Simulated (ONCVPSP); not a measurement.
# Tl (Z = 81) ONCV: all-electron and pseudo phase curves

```
Element                 : thallium
Generator               : ONCVPSP 4.0.1
Type                    : optimised norm-conserving Vanderbilt (ONCV)
Functional              : PBE
Relativity              : scalar-relativistic
Frozen core             : [Kr] 4d10 4f14
Valence charge          : 21
Reference configuration : 5s2 5p6 5d10 6s2 6p1
Partial waves           : 5s+6s: rc 1.20 bohr, ncon 3, nbas 7, qcut 5 1/bohr, 2 projectors; 5p+6p: rc 1.30 bohr, ncon 4, nbas 8, qcut 8.5 1/bohr, 2 projectors; 5d: rc 2.00 bohr, ncon 3, nbas 8, qcut 6.9 1/bohr, 3 projectors, debl 3.8 Ha
Local potential         : polynomial inside 0.80 bohr (lpopt 5, dvloc0 3 Ha)
Core correction         : none
```

The phase is arctan(r·R′/R) of the radial function R(r), unwrapped; energies in Ha, scanned from -6 to 5 Ha. A pole is an energy at which the radial function vanishes at the test radius. The pseudo phase is shifted by a multiple of π to meet the all-electron one at the reference energy, and phase errors are pseudo minus all-electron; the curves can meet again beyond the range given. Levels narrower than the energy grid can be missing from the lists of poles.

```
channel  radius (bohr)  reference energy (Ha)  poles, all-electron  poles, pseudo  unbroken range about the reference energy with phases within 0.05 rad  phase error 1 Ha above the reference energy (rad)
      s           1.22                  -0.35                -3.01   -3.02, -2.46                                                            -2.4 to 4.6                                             +0.000
      p           1.32                  -0.09                -1.01          -1.01                                                              below 4.8                                             -0.000
      d           2.04                  -0.57                -0.17          -0.17                                                        the whole range                                             -0.001
```

Note: ghosts flagged at negative energy: s at -67.5 eV; GHOST(+) flagged for d at 153.7 eV, p at 256.1 eV. A true bound ghost makes a file unfit for plane-wave use.

Phases in the p channel:

| E (Ha) | all-electron | pseudo |
| --- | --- | --- |
| -5.96 | 1.038 | 1.038 |
| -5.68 | 0.977 | 0.977 |
| -5.40 | 0.896 | 0.896 |
| -5.12 | 0.785 | 0.785 |
| -4.84 | 0.626 | 0.625 |
| -4.56 | 0.394 | 0.394 |
| -4.28 | 0.071 | 0.071 |
| -4.00 | -0.311 | -0.311 |
| -3.72 | -0.660 | -0.660 |
| -3.44 | -0.921 | -0.921 |
| -3.16 | -1.101 | -1.102 |
| -2.88 | -1.227 | -1.227 |
| -2.60 | -1.318 | -1.318 |
| -2.32 | -1.387 | -1.387 |
| -2.04 | -1.441 | -1.441 |
| -1.76 | -1.484 | -1.484 |
| -1.48 | -1.521 | -1.521 |
| -1.20 | -1.552 | -1.552 |
| -0.92 | -1.580 | -1.580 |
| -0.64 | -1.605 | -1.605 |
| -0.36 | -1.628 | -1.628 |
| -0.08 | -1.650 | -1.650 |
| 0.20 | -1.671 | -1.671 |
| 0.48 | -1.691 | -1.691 |
| 0.76 | -1.712 | -1.712 |
| 1.04 | -1.733 | -1.733 |
| 1.32 | -1.754 | -1.755 |
| 1.60 | -1.778 | -1.778 |
| 1.88 | -1.802 | -1.803 |
| 2.16 | -1.829 | -1.830 |
| 2.44 | -1.860 | -1.861 |
| 2.72 | -1.894 | -1.895 |
| 3.00 | -1.934 | -1.936 |
| 3.28 | -1.981 | -1.984 |
| 3.56 | -2.038 | -2.043 |
| 3.84 | -2.108 | -2.117 |
| 4.12 | -2.197 | -2.212 |
| 4.40 | -2.313 | -2.337 |
| 4.68 | -2.465 | -2.505 |
| 4.96 | -2.663 | -2.729 |
